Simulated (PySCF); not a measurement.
# Correlation energy of Mg (magnesium, neutral)

[Ne] 3s1 4s1, high-spin 3S determinant (an excited configuration). Calculation: PySCF 2.14, in dyall-av3z (20s13p6d4f, 117 functions); scalar relativity by spin-free X2C-1e. Frozen: [Ne]; 2 electrons correlated; the 22 highest virtual orbitals of each spin left out.

With two correlated electrons CCSD is exact within the correlated space (frozen core and kept virtual orbitals).

```
level  correlation energy (mhartree)
 CCSD                          -4.17
```

Diagnostics: T1 = 0.019, D1 = 0.0381, largest double amplitude 0.058.

The outer electron is Rydberg-like, and this basis confines it to a smaller radius and binds it less than a complete one would.

Cost of the coupled-cluster step: of the order of 24 core-seconds, for 2 correlated electrons.
